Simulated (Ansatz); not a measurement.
Geometry optimisation, RHF/6-31G* (Ansatz).

input.yaml

```yaml
crystal:
  periodic: [false, false, false]
  atoms:
    - { symbol: Si, position_ang: [0.032413, -0.38917, 0.247861] }
    - { symbol: H, position_ang: [0.480314, -0.25108, 1.61569] }
    - { symbol: O, position_ang: [1.526508, -0.12355, -0.388681] }
    - { symbol: H, position_ang: [2.09462, 0.417379, 0.139149] }
    - { symbol: O, position_ang: [-1.089484, 0.710072, -0.142897] }
    - { symbol: Si, position_ang: [-2.293168, 1.419982, -0.990703] }
    - { symbol: H, position_ang: [-3.582329, 1.160595, -0.327106] }
    - { symbol: H, position_ang: [-2.057191, 2.871239, -1.043308] }
    - { symbol: H, position_ang: [-2.34208, 0.883102, -2.362321] }
    - { symbol: H, position_ang: [-0.442603, -1.71777, -0.142483] }
basis:
  gaussian: { orbitals: "6-31G*" }
hamiltonian:
  xc: hf
relax:
  f_tol: 0.03
  max_steps: 50
```

Command:

```bash
$ ansatz run input.yaml --threads 1 --pin off --max-ram 2048MiB --backend cpu --events-out ev --progress --plain --runs-dir out
```

**Question.** Where does it end, and by what steps?

**Answer.** It converged. The force dipped under the threshold on the way, but the program's further checks kept it going. After 19 steps the energy has fallen by 0.245 eV; H4 moved furthest, 0.54 Å.

```tsv
step	energy less start (eV)	largest force component (eV/Å)	accepted
0	0.0000	1.063	yes
1	-0.2027	0.374	yes
2	-0.2186	0.262	yes
3	-0.2280	0.331	yes
4	-0.2337	0.221	yes
5	-0.2401	0.128	yes
6	-0.2405	0.145	yes
7	-0.2375	0.408	no
8	-0.2350	0.353	no
9	-0.2415	0.042	yes
10	-0.2423	0.066	yes
11	-0.2426	0.098	yes
12	-0.2430	0.092	yes
13	-0.2436	0.009	yes
14	-0.2439	0.033	yes
15	-0.2440	0.056	yes
16	-0.2442	0.034	yes
17	-0.2444	0.017	yes
18	-0.2446	0.023	yes
19	-0.2447	0.021	yes
```

```xyz
10
Properties=species:S:1:pos:R:3
Si 0.051 -0.462 0.293
H 0.201 -0.562 1.752
O 1.441 0.076 -0.392
H 1.847 0.860 -0.050
O -1.191 0.551 0.012
Si -2.215 1.379 -0.955
H -3.495 1.566 -0.252
H -1.643 2.701 -1.277
H -2.453 0.641 -2.211
H -0.215 -1.770 -0.315
```

The run took 36 s on 1 thread of Arm Neoverse V1, with other jobs on the host, peak memory 0.14 GiB.
